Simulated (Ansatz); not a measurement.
BGaH₆OSi, SMILES `[OH][GaH][BH][SiH3]`. Charge 0, multiplicity 1. Geometry: relaxed with PBE0-D4/def2-TZVP. It is one conformer, not always the lowest.

```xyz
10

O    -1.662    1.675   -1.292
Ga   -1.291   -0.067   -1.052
B    -0.338   -0.523    0.730
Si    1.639   -0.353    1.006
H    -2.094    1.863   -2.128
H    -1.705   -1.009   -2.243
H    -0.994   -0.859    1.675
H     1.799    1.022    1.571
H     2.438   -0.423   -0.248
H     2.208   -1.326    1.980
```

Question: What is the dipole moment at ωB97M-V/def2-TZVPP? (Best estimate.)

Answer: Ansatz gave: 1.36 D, with components (-0.43, -1.21, -0.44) D in this frame, pointing from negative to positive charge.

Question: And with PBE, r2SCAN, B3LYP? (An estimate is asked.)

Answer: Computed: PBE 1.08 D, r2SCAN 1.17 D, B3LYP 1.29 D.

Question: Give the Mulliken charges with ωB97M-V, B3LYP, PBE in def2-TZVPP. (Estimate.)

Answer: The calculation gave: 
```json
{"atom": "O1", "ωB97M-V": "-0.42", "B3LYP": "-0.42", "PBE": "-0.37"}
{"atom": "Ga2", "ωB97M-V": "0.25", "B3LYP": "0.22", "PBE": "0.17"}
{"atom": "B3", "ωB97M-V": "-0.03", "B3LYP": "0.10", "PBE": "0.09"}
{"atom": "Si4", "ωB97M-V": "0.04", "B3LYP": "0.13", "PBE": "0.07"}
{"atom": "H5", "ωB97M-V": "0.16", "B3LYP": "0.17", "PBE": "0.18"}
{"atom": "H6", "ωB97M-V": "-0.04", "B3LYP": "-0.07", "PBE": "-0.06"}
{"atom": "H7", "ωB97M-V": "0.11", "B3LYP": "0.07", "PBE": "0.06"}
{"atom": "H8", "ωB97M-V": "-0.01", "B3LYP": "-0.05", "PBE": "-0.03"}
{"atom": "H9", "ωB97M-V": "-0.03", "B3LYP": "-0.07", "PBE": "-0.05"}
{"atom": "H10", "ωB97M-V": "-0.03", "B3LYP": "-0.07", "PBE": "-0.05"}
```

B3LYP here is the variant with VWN-RPA as its local correlation; programs differ in this.
